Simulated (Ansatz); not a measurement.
Species: InBr, charge 0, multiplicity 1. 
Coordinates optimised at B3LYP-D3(BJ)/def2-TZVP (Ansatz, a program for electronic structure):
SMILES: [In][Br]
```xyz
2

In     0.0000     0.0000    -1.0815
Br     0.0000     0.0000     1.5141
```

Wanted: vertical electron affinity (to the doublet state of charge -1; a negative value means that the extra electron is unbound and the number depends on the basis; each state is the SCF solution reached for its spin), in eV. Valence correlation only, unless marked. UHF or UKS for open shells. No spin-orbit coupling. The frozen core is the preceding noble-gas configuration, with the filled d and f shells of earlier blocks. In def2 rows, elements after Kr have scalar-relativistic effective core potentials. Anions need diffuse functions: def2-D sets add few. Basis-set limits of correlation are two-point, X^-3; Hartree-Fock from the larger set.

```json
[
 {"level": "SVWN5/def2-TZVPD", "program": "Ansatz", "vertical electron affinity (eV)": "0.46"},
 {"level": "PBE/def2-TZVPD", "program": "Ansatz", "vertical electron affinity (eV)": "0.35"},
 {"level": "B3LYP/def2-TZVPD", "program": "Ansatz", "vertical electron affinity (eV)": "0.39"},
 {"level": "PBE0/def2-TZVPD", "program": "Ansatz", "vertical electron affinity (eV)": "0.40"},
 {"level": "BHLYP/def2-TZVPD", "program": "Ansatz", "vertical electron affinity (eV)": "0.32"},
 {"level": "CAM-B3LYP/def2-TZVPD", "program": "Ansatz", "vertical electron affinity (eV)": "0.42"},
 {"level": "wB97M-V/def2-TZVPD", "program": "Ansatz", "vertical electron affinity (eV)": "0.36"},
 {"level": "wB97X-V/def2-TZVPD", "program": "Ansatz", "vertical electron affinity (eV)": "0.32"},
 {"level": "CCSD/def2-SVPD", "program": "Ansatz", "vertical electron affinity (eV)": "0.17"},
 {"level": "CCSD/def2-TZVPPD", "program": "Ansatz", "vertical electron affinity (eV)": "0.29"},
 {"level": "CCSD/CBS(def2-TZVPPD,def2-QZVPPD)", "program": "Ansatz", "vertical electron affinity (eV)": "0.36"},
 {"level": "CCSD(T)/def2-SVPD", "program": "Ansatz", "vertical electron affinity (eV)": "0.18"},
 {"level": "CCSD(T)/def2-QZVPPD", "program": "Ansatz", "vertical electron affinity (eV)": "0.36"},
 {"level": "CCSD(T)/CBS(def2-TZVPPD,def2-QZVPPD)", "program": "Ansatz", "vertical electron affinity (eV)": "0.39"}
]
```
